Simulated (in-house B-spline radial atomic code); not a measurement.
Radial electron density of Xe¹⁰⁺, [Kr] 4d8. Computed with a radial B-spline atomic code at the basis-set limit: scalar-relativistic (X2C) BLYP, spin-polarised, spherical fractional occupations, Fermi nucleus of rms radius 4.7859 fm.

One-electron X2C: radii and densities carry no picture-change correction, so inner-shell <1/r> comes out high (for 1s by about 2 % at Z = 33, 5 % at 54, 10 % at 75, 30 % at 118) and <r> low.

Columns: r (bohr), 4πr²n(r) (electrons per bohr), bar.

```
0.000794    2.164 #
 0.00096    2.915 #
 0.00116     3.91 ##
 0.00141    5.272 ###
  0.0017    6.987 ###
 0.00206    9.275 #####
 0.00249    12.18 ######
 0.00301    15.85 ########
 0.00364    20.42 ##########
 0.00441    26.03 #############
 0.00533    32.55 ################
 0.00645    39.98 ###################
 0.00781    47.99 #######################
 0.00945    55.96 ###########################
  0.0114       63 ###############################
  0.0138    68.36 #################################
  0.0167    70.97 ##################################
  0.0202    70.39 ##################################
  0.0245    67.07 #################################
  0.0296    62.95 ###############################
  0.0358    60.84 ##############################
  0.0434    63.62 ###############################
  0.0525    72.01 ###################################
  0.0635    83.03 ########################################
  0.0768    90.55 ############################################
  0.0929       89 ###########################################
   0.112     78.9 ######################################
   0.136    67.56 #################################
   0.165    65.26 ################################
   0.199    72.08 ###################################
   0.241    76.64 #####################################
   0.291    67.22 #################################
   0.353    46.01 ######################
   0.427    28.84 ##############
   0.516    24.81 ############
   0.625    27.76 #############
   0.756    26.38 #############
   0.914    18.34 #########
    1.11    8.932 ####
    1.34    3.133 ##
    1.62   0.7471 
    1.96   0.1151 
    2.37  0.01049 
    2.87 0.000466
```

On this grid the curve has 4 maxima, near 0.0167, 0.0768, 0.241, 0.625 bohr.

The 4d up radial function P(r) = rR(r), positive near the nucleus:

| r (bohr) | P |
| --- | --- |
| 0.00945 | 0.00201 |
| 0.0138 | 0.00556 |
| 0.0202 | 0.01506 |
| 0.0296 | 0.03916 |
| 0.0434 | 0.09542 |
| 0.0635 | 0.21 |
| 0.0929 | 0.4008 |
| 0.136 | 0.6194 |
| 0.199 | 0.6755 |
| 0.291 | 0.303 |
| 0.427 | -0.501 |
| 0.625 | -1.164 |
| 0.914 | -1.095 |
| 1.34 | -0.5203 |
| 1.96 | -0.1109 |
| 2.87 | -0.007368 |
